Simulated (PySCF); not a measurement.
Atomic charges by several schemes

Species: C₃H₁₂Si₄.
Atom-mapped SMILES: `[CH2:1]1[CH2:2][C:3]12[SiH2:4][SiH2:5][SiH2:6][SiH2:7]2` (hydrogens: H8, H9 on C1; H10, H11 on C2; H12, H13 on Si4; H14, H15 on Si5; H16, H17 on Si6; H18, H19 on Si7)

Cartesian coordinates in Å at the GFN2-xTB level; atoms count from 1:
```
atom  x, y, z in Å
C1    -2.394   -0.004   -0.141
C2    -1.705    0.546    1.056
C3    -0.890   -0.016   -0.083
Si4   -0.033   -1.683    0.252
Si5    2.197   -1.095    0.538
Si6    2.251    1.017   -0.460
Si7    0.044    1.260   -1.144
H8    -2.924   -0.941   -0.040
H9    -2.881    0.689   -0.814
H10   -1.763   -0.012    1.981
H11   -1.720    1.617    1.207
H12   -0.275   -2.545   -0.916
H13   -0.729   -2.342    1.366
H14    2.616   -1.100    1.947
H15    3.101   -2.071   -0.086
H16    2.695    2.092    0.440
H17    3.185    1.117   -1.590
H18   -0.183    0.910   -2.555
H19   -0.602    2.568   -0.965
```

Density: PBE0/pcSseg-1 (PySCF); schemes: Mulliken, IAO, Hirshfeld and ESP-fitted. Isolated species at its GFN2-xTB geometry (one conformer only).

Task: Give the atomic charges in each scheme.

Result: In e; atoms taken as equivalent share a row and are averaged (×n: the atom named and its like, n in all):

```tsv
atom	environment	Mulliken	IAO	Hirshfeld	ESP-fitted
C1/C2	three-membered-ring carbon	-0.151	-0.272	-0.087	-0.294
C3	sp3 carbon bound to silicon	-0.890	-0.511	-0.172	-0.090
Si4/Si7	SiH2 silicon	+0.441	+0.460	+0.235	+0.181
Si5/Si6	SiH2 silicon	-0.002	+0.140	+0.146	+0.086
H8/H9/H10/H11	methylene hydrogen	+0.135	+0.145	+0.045	+0.141
H12/H13/H18/H19	Si–H hydrogen	-0.043	-0.104	-0.077	-0.057
H14/H15/H16/H17	Si–H hydrogen	-0.013	-0.077	-0.073	-0.049
```

Mean size of the charges over all atoms: IAO 0.187 e, Mulliken 0.150 e, ESP-fitted 0.116 e, Hirshfeld 0.099 e. Each set sums to the total charge, 0, to within 0.001 e. The Hirshfeld scheme weights the molecular density at each point by an atom's share of the summed free-atom densities.

Some averages cover members that differ in this geometry: C1/C2, ESP-fitted -0.379 to -0.208; H8/H9/H10/H11, ESP-fitted +0.114 to +0.168; H12/H13/H18/H19, ESP-fitted -0.070 to -0.044 e.

Lowest charge. The schemes don't all agree: Mulliken C3 (-0.890); IAO C3 (-0.511); Hirshfeld C3 (-0.172); ESP-fitted C1/C2 (-0.294).

Highest charge. All schemes agree: Mulliken Si4/Si7 (+0.441); IAO Si4/Si7 (+0.460); Hirshfeld Si4/Si7 (+0.235); ESP-fitted Si4/Si7 (+0.181).

Task: Sum the charges by element.

Result: 
```tsv
element	atoms	Mulliken	IAO	Hirshfeld	ESP-fitted
C	3	-1.193	-1.054	-0.346	-0.677
Si	4	+0.878	+1.200	+0.763	+0.536
H	12	+0.315	-0.146	-0.418	+0.141
```

Task: How many electrons does the IAO scheme count on C1?

Result: Its own charge is -0.270 e, so Z − q = 6.270.

These values come from a run that also computed NMR shieldings. Hardware: one thread of an Arm Neoverse V1 (shared host). Cost: 73 s wall, 0.91 GiB resident at most.
